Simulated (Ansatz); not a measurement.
Consider the ligand exchange at a Ge–C bond: `N[CH2][GeH3]` + `O[SiH](Cl)Cl` → `Cl[SiH](Cl)[O][GeH3]` + CH₃NH₂.

Program: Ansatz. Geometries: PBE0-D4/def2-TZVP. ΔE: electronic, gas phase. CCSD(T)/CBS adds triple-zeta CCSD(T) − MP2 to the extrapolated MP2 energy (def2 sets, frozen cores). This one scheme is used for every species. DFT in def2-TZVPP. B3LYP here is the variant with VWN-RPA as its local correlation; programs differ in this. For Ge outer-core shells are correlated without core-valence functions, which leaves a few kJ/mol of doubt a bond. Scalar relativity is left out up to krypton. Each species was taken in one conformer, which may not be the lowest.

```tsv
level	ΔE (kcal/mol)
PBE0-D4	-14.4
B3LYP-D4	-16.7
r2SCANh-D4	-15.5
PBE	-12.8
```

(1) What does CCSD(T)/CBS give? (An estimate is asked.)

Largest T1 diagnostic among the species: 0.011.

Answers

(1) Ansatz gave: -15.3 kcal/mol. The listed levels differ from it by 0.9, -1.4, -0.2, 2.5 kcal/mol.

At CCSD(T), def2-SVP lies −2.7 kcal/mol from the extrapolated value and def2-TZVPP −0.6 kcal/mol. In def2-TZVPP, CCSD(T) changes the Hartree–Fock value by +4.6 kcal/mol (the triples alone add +0.4 kcal/mol) and MP2 by +4.6 kcal/mol.
